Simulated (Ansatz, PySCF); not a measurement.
C2H12OSi3. Atoms are numbered in the order given.

```xyz
18

O     -0.6412     0.0582    -1.5793
Si    -0.8848     0.1687     0.0761
Si    -2.6529    -1.2892     0.5601
C      0.6594    -0.3330     1.0390
C      1.8527     0.6266     0.9528
Si     2.5817     0.9185    -0.7657
H     -0.1133     0.7555    -1.9827
H     -1.2402     1.5778     0.4601
H     -2.9440    -1.2613     2.0293
H     -2.2852    -2.6905     0.1851
H     -3.8950    -0.9027    -0.1766
H      0.3533    -0.4623     2.0937
H      0.9439    -1.3401     0.6855
H      2.6844     0.2629     1.5825
H      1.5842     1.6164     1.3629
H      1.6509     1.7328    -1.6171
H      3.8593     1.6854    -0.6536
H      2.8426    -0.3722    -1.4714
```
Charge 0, spin multiplicity 1.

Geometry: PBE0-D3(BJ)/def2-SVP. The structure was generated by enumeration; whether it is a known compound was not checked. One conformer was computed; it need not be the lowest.

Vertical ionisation energy (IE) and electron affinity (EA) in eV. Rows of orbital energies are one-electron estimates. Where ΔSCF, EOM or ADC give a negative EA the extra electron is unbound and the value depends on the basis.

```
level                                                                   IE     EA
-------------------------------------------------------------------  -----  -----
−ε(HOMO), −ε(LUMO), HF/def2-TZVP (PySCF)                             10.54  -2.97
−ε(HOMO), −ε(LUMO), PBE/def2-TZVP (PySCF)                             6.51   0.99
ΔSCF, PBE0/def2-SVPD (Ansatz), final states of multiplicity 2 and 2    ___    ___
ΔSCF, PBE/def2-SVPD (Ansatz), final states of multiplicity 2 and 2    9.05  -0.82
```

Problem. Fill in the missing entries. (An estimate is asked for; the answer gives what the named calculation found.)

Solution. 
- ΔSCF, PBE0/def2-SVPD (Ansatz, an electronic-structure program), final states of multiplicity 2 and 2, IE: 9.46
- ΔSCF, PBE0/def2-SVPD (Ansatz), final states of multiplicity 2 and 2, EA: -1.07

Problem. What vertical singlet–triplet gap does ΔSCF give with PBE0/def2-SVPD (Ansatz) and with PBE/def2-SVPD (Ansatz)? (An estimate is asked for; the answer gives what the named calculation found.)

Solution. 5.84 and 5.40 eV (triplet above singlet where positive).
